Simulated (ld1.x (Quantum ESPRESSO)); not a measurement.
Transferability test, ultrasoft potential for Tl

Tl, ultrasoft, made with ld1.x (Quantum ESPRESSO) 7.5 (PBE, fully relativistic). Core [Xe] 4f14, reference 5d10 6s2 6p0.75 (charge +0.25). Waves: 6s (bound): rcut 1.80, rcutus 2.25 bohr; 6s channel at -0.15 Ry: rcut 1.80, rcutus 2.25 bohr; 6p (bound): rcut 2.50, rcutus 3.05 bohr; 6p channel at 0.95 Ry: rcut 2.50, rcutus 3.05 bohr; 5d (bound): rcut 1.95, rcutus 2.10 bohr; 5d channel at 1.6 Ry: rcut 1.95, rcutus 2.10 bohr. Local part: all-electron potential smoothed inside 2.75 bohr (lloc = -1). Core correction: a·sin(br)/r model core inside 1.00 bohr. Augmentation charge: built from norm-conserving waves at rcut, not smoothed further.

Open shells are filled in proportion to 2j + 1 (rel_dist='average').

Energies are relative to the spin-unpolarised reference configuration 5d10 6s2 6p0.75; without spin polarisation the order of configurations can differ from experiment. The frozen-core shift is the all-electron ΔE with the core orbitals held at their reference shape minus the fully relaxed ΔE.

Question: Give the all-electron excitation energy and the error of the potential for: 5d10 6s2 6p1; 5d10 6s2 6p0; 5d10 6s1 6p0; 5d10 6s2 6p1.3; 5d10 6s1 6p2; 5d10 6s1 6p1; 5d10 6s2 6p0.5.

Answer:

| valence configuration | charge | ΔE all-electron (eV) | error AE − PS (meV) | frozen-core shift (meV) |
| --- | --- | --- | --- | --- |
| 5d10 6s2 6p1 | 0 | -0.778 | -0.1 | 0.0 |
| 5d10 6s2 6p0 | +1 | 4.495 | -1.6 | +0.1 |
| 5d10 6s1 6p0 | +2 | 25.280 | -26 | +2.4 |
| 5d10 6s2 6p1.3 | -0.3 | -1.297 | -0.2 | 0.0 |
| 5d10 6s1 6p2 | 0 | 6.506 | -8.5 | +0.5 |
| 5d10 6s1 6p1 | +1 | 12.644 | -10 | +0.9 |
| 5d10 6s2 6p0.5 | +0.5 | 1.123 | -0.1 | +0.1 |

Levels in the configuration 5d10 6s2 6p1:

| level | all-electron (eV) | pseudo (eV) |
| --- | --- | --- |
| 5d j=3/2 | -16.775 | -16.782 |
| 5d j=5/2 | -14.579 | -14.586 |
| 6s j=1/2 | -9.521 | -9.521 |
| 6p j=1/2 | -3.147 | -3.147 |
| 6p j=3/2 | -2.111 | -2.110 |

A Bessel basis up to 400 Ry misses an occupied level by 0.98 Ry, so cutoffs and ghosts were not judged.
